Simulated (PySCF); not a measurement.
Oxygen: a sound run and one with changed settings

Sound run: O²⁺ [He] 2s2 2p2, O³⁺ [He] 2s2 2p1. Calculation: PySCF 2.14, in def2-SVP (3s2p1d, 14 functions); the non-relativistic Hamiltonian (point nucleus). The sound run starts from symmetry-adapted Hartree-Fock orbitals and uses a fine grid where one is needed.

Changed run: 14 angular points. This setting is unsound on purpose.

| species | method | sound run (hartree) | changed run (hartree) | converged |
| --- | --- | --- | --- | --- |
| O²⁺ | UHF | -72.99987 | -72.99987 | yes |
| O²⁺ | M06-L | -73.18338 | -73.18663 | yes |
| O²⁺ | MN15 | -73.11326 | -73.11136 | yes |
| O³⁺ | UHF | -70.98640 | -70.98640 | yes |
| O³⁺ | M06-L | -71.14885 | -71.15046 | yes |
| O³⁺ | MN15 | -71.08049 | -71.07226 | yes |

Ionisation energy of O²⁺:

```json
{"method": "UHF", "sound run (eV)": "54.789", "changed run (eV)": "54.789"}
{"method": "M06-L", "sound run (eV)": "55.362", "changed run (eV)": "55.407"}
{"method": "MN15", "sound run (eV)": "55.315", "changed run (eV)": "55.487"}
```

A coarse angular grid integrates products of high-l functions wrongly, so density functionals can shift, and the SCF can exploit the error; Hartree-Fock and MP2 need no grid.

For comparison, NIST gives 54.936 eV between the lowest levels.
